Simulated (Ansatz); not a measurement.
The first iterations of a band of C2H6NSi (10 atoms, charge 1, multiplicity 1).

Computed with UKS PBE-D4/def2-SVP in Ansatz.

```
movable images  : 5
climbing image  : yes
spring          : 5.0 eV/Å²
optimiser       : quadratic models (default)
start path      : through a guess of the saddle point
force threshold : 0.03 eV/Å
iteration limit : 56
end points      : relaxed
```

Initial state:

```xyz
10
Properties=species:S:1:pos:R:3
C -0.542 1.840 -1.010
C -0.183 0.621 -0.341
N 0.109 -0.369 0.203
Si 0.570 -1.935 1.063
H 0.020 2.689 -0.565
H -1.632 2.020 -0.897
H -0.292 1.760 -2.090
H -0.315 -2.936 0.404
H 0.243 -1.629 2.484
H 2.021 -2.059 0.751
```

Final state:

```xyz
10
Properties=species:S:1:pos:R:3
C -0.541 1.840 -1.010
C -0.183 0.620 -0.341
N 0.109 -0.369 0.203
Si 0.569 -1.936 1.062
H -1.228 1.615 -1.855
H -1.049 2.522 -0.295
H 0.374 2.333 -1.401
H -0.315 -2.940 0.405
H 0.243 -1.627 2.483
H 2.021 -2.058 0.750
```

| iteration | highest image above the first end (eV) | largest band force component (eV/Å) |
| --- | --- | --- |
| 1 | 42.153 | 234.500 |
| 2 | 15.599 | 74.272 |
| 3 | 9.268 | 40.963 |
| 4 | 5.032 | 20.373 |
| 5 | 4.531 | 9.953 |
| 6 | 4.360 | 4.217 |
| 7 | 4.482 | 3.024 |
| 8 | 4.282 | 2.189 |

Q: Does the band converge within its limit, and where does its top end?

A: It converged. It ended after 24 iterations with the highest image 4.179 eV above the first end. Neighbouring images differ by up to 4.2 eV, so the band resolves the path poorly. A vibrational analysis at the climbing image gives one clearly imaginary mode, 1883i cm⁻¹: a first-order saddle point.

The run took 6.5 min on 2 threads of Intel(R) Xeon(R) Platinum 8259CL CPU @ 2.50GHz (Skylake/Cascade Lake), on a shared host, peak memory 0.17 GiB.
